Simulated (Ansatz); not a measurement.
Reaction (formal exchange of groups at the Si–Si bond): `O[SiH2][SiH2]O` + `O[SiH](Cl)Cl` → `O[SiH2][Si](O)(Cl)Cl` + `O[SiH3]`

Program: Ansatz. Geometries: PBE0-D4/def2-TZVP. ΔE: electronic, gas phase. CCSD(T)/CBS adds triple-zeta CCSD(T) − MP2 to the extrapolated MP2 energy (def2 sets, frozen cores). This one scheme is used for every species. DFT in def2-TZVPP. One conformer a species, not always the lowest.

| species | ωB97X-V energy (Eh) |
| --- | --- |
| `O[SiH2][SiH2]O` | -733.06706 |
| `O[SiH](Cl)Cl` | -1286.34481 |
| `O[SiH2][Si](O)(Cl)Cl` | -1652.28768 |
| `O[SiH3]` | -367.12562 |

Q: Work out ΔE.

A: ΔE = (-1652.28768) + (-367.12562) − (-733.06706) − (-1286.34481) = -0.00143 Eh = -3.8 kJ/mol. CCSD(T)/CBS gives -4.4 kJ/mol.

Largest T1 diagnostic among the species: 0.012.

The D4 term adds −4.3 kJ/mol with B3LYP and −2.7 kJ/mol with PBE0; it sums over pairs of atoms, weighted by their polarisabilities, and B3LYP, whose exchange is more repulsive, gets the larger term.

B3LYP here is the variant with VWN-RPA as its local correlation; programs differ in this.
